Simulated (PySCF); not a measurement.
C3H9FSi2, SMILES C[SiH2]/C=C/[SiH2]F, GFN2-xTB optimised geometry.

```
15

Si     2.82    -0.90    -0.97
F      3.27    -1.32    -2.46
C      0.94    -0.92    -0.96
C      0.17    -0.42     0.00
Si    -1.72    -0.42     0.00
C     -2.32     1.39     0.00
H      3.38     0.42    -0.77
H      3.41    -1.92    -0.11
H      0.45    -1.38    -1.81
H      0.65     0.04     0.85
H     -2.20    -1.10     1.21
H     -2.21    -1.12    -1.19
H     -1.97     1.92    -0.88
H     -1.96     1.92     0.87
H     -3.41     1.44     0.01
```

Density from PySCF 2.14.0 with PBE0/def2-TZVP at that geometry.

Minimum of the electron density along straight lines between bonded atoms, close to the bond critical point (lines longer than 1.1 times the sum of covalent radii, or with two minima, are not listed):

```tsv
bond	length / Å	ρ at the minimum / e bohr⁻³	∇²ρ there / e bohr⁻⁵	position (fraction from the first atom)
Si1–F2	1.614	0.133	0.94	0.42
Si1–C3	1.877	0.123	0.18	0.39
C3–C4	1.333	?	-1.05	0.50
C4–Si5	1.886	0.118	?	0.61
Si5–C6	1.900	0.116	?	0.39
Si1–H7	1.457	0.129	0.18	0.49
Si1–H8	1.458	0.129	0.18	0.49
C3–H9	1.085	0.282	-0.98	0.65
C4–H10	1.085	0.281	-0.98	0.64
Si5–H11	1.470	0.123	0.18	0.49
Si5–H12	1.467	0.124	0.18	0.49
C6–H13	1.087	0.275	-0.92	0.64
C6–H14	1.086	0.274	-0.92	0.64
C6–H15	1.086	0.275	-0.92	0.64
```

Q: What belongs in the gaps?

A: 
- C3–C4, ρ at the minimum / e bohr⁻³: 0.348
- C4–Si5, ∇²ρ there / e bohr⁻⁵: 0.20
- Si5–C6, ∇²ρ there / e bohr⁻⁵: 0.16
